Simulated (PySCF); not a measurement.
VOF₃, SMILES [O]=[V]([F])([F])[F], multiplicity 1.

Coordinates come from a PBE-D3(BJ)/def2-SVP optimisation. The spin state was assumed, not searched. The isomer is the one that the SMILES or the coordinates give; other isomers of the formula were not compared.

The numbers are results of PBE-D3(BJ)/def2-SVP run with PySCF, not measurements.

Frequencies are harmonic and unscaled.

Modes within 1.5 cm⁻¹ of each other (mostly degenerate sets) share a row, with their intensities summed.

```
mode  ν (cm⁻¹)  IR (km/mol)  moving atoms (share of kinetic energy)
----  --------  -----------  --------------------------------------
1–2        205         11.2                           F 89 %, V 9 %
3          259          8.7                  F 63 %, V 26 %, O 11 %
4–5        312         10.2                  O 53 %, F 35 %, V 12 %
6          723         30.7                                  F 91 %
7–8        814        298.2                          F 62 %, V 38 %
9         1116        127.3                          O 73 %, V 27 %
```
